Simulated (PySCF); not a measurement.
SnN: frontier orbitals

r²SCAN at R = 1.958 Å; basis Sn def2-TZVPPD with ECP28, N def2-TZVPPD; scalar-relativistic core potentials; PySCF 2.14. State: ²Π (doublet), unpaired electrons π ↑. Only the outer orbitals are listed, counted within each symmetry, core potentials removing the inner ones.

```json
{"spin": "α", "orbital": "5σ", "occ.": "1", "ε (eV)": "-19.18", "on Sn (%)": "15", "main shells (%)": "83 N s"}
{"spin": "α", "orbital": "6σ", "occ.": "1", "ε (eV)": "-10.68", "on Sn (%)": "80", "main shells (%)": "77 Sn s, 12 N p, 8 N s"}
{"spin": "α", "orbital": "3π", "occ.": "1", "ε (eV)": "-7.54", "on Sn (%)": "16", "main shells (%)": "83 N p, 14 Sn p"}
{"spin": "α", "orbital": "3π", "occ.": "1", "ε (eV)": "-6.43", "on Sn (%)": "21", "main shells (%)": "79 N p, 18 Sn p"}
{"spin": "α", "orbital": "7σ", "occ.": "1", "ε (eV)": "-6.15", "on Sn (%)": "39", "main shells (%)": "56 N p, 31 Sn p"}
{"spin": "α", "orbital": "4π", "occ.": "0", "ε (eV)": "-3.27", "on Sn (%)": "88", "main shells (%)": "85 Sn p, 12 N p"}
{"spin": "α", "orbital": "4π", "occ.": "0", "ε (eV)": "-2.67", "on Sn (%)": "84", "main shells (%)": "80 Sn p, 16 N p"}
{"spin": "α", "orbital": "8σ", "occ.": "0", "ε (eV)": "0.04", "on Sn (%)": "107", "main shells (%)": "76 Sn p, 20 Sn s, 12 Sn d"}
{"spin": "β", "orbital": "5σ", "occ.": "1", "ε (eV)": "-17.18", "on Sn (%)": "22", "main shells (%)": "75 N s, 15 Sn s"}
{"spin": "β", "orbital": "6σ", "occ.": "1", "ε (eV)": "-10.46", "on Sn (%)": "79", "main shells (%)": "75 Sn s, 13 N s"}
{"spin": "β", "orbital": "7σ", "occ.": "1", "ε (eV)": "-5.70", "on Sn (%)": "39", "main shells (%)": "54 N p, 33 Sn p"}
{"spin": "β", "orbital": "3π", "occ.": "1", "ε (eV)": "-5.68", "on Sn (%)": "48", "main shells (%)": "52 N p, 46 Sn p"}
{"spin": "β", "orbital": "3π", "occ.": "0", "ε (eV)": "-4.73", "on Sn (%)": "64", "main shells (%)": "64 Sn p, 35 N p"}
{"spin": "β", "orbital": "4π", "occ.": "0", "ε (eV)": "-2.62", "on Sn (%)": "60", "main shells (%)": "53 Sn p, 40 N p"}
{"spin": "β", "orbital": "4π", "occ.": "0", "ε (eV)": "-1.79", "on Sn (%)": "46", "main shells (%)": "53 N p, 35 Sn p, 11 Sn d"}
```

Which are the highest filled and the lowest empty level, where do they sit, and how wide is the gap?

Highest filled β 3π at -5.68 eV (in %: 52 N p, 46 Sn p); lowest empty β 3π at -4.73 eV (in %: 64 Sn p, 35 N p); the gap at r²SCAN is 0.95 eV. Both belong to one degenerate shell, split only by its one-sided filling, so this is no excitation gap.

```
bond order (Mayer)                              : 1.99
⟨S²⟩                                            : 0.836
charge on Sn (Mulliken, basis-dependent)        : 0.49
charge on Sn (Löwdin, basis-dependent)          : 0.56
dipole moment (positive dipole means Sn(−)N(+)) : -3.40 D
```

Shares are Mulliken populations and can fall outside 0 to 100 %.

Spin–orbit coupling is left out. The state was picked by a PBE0 search and need not be the measured ground state.
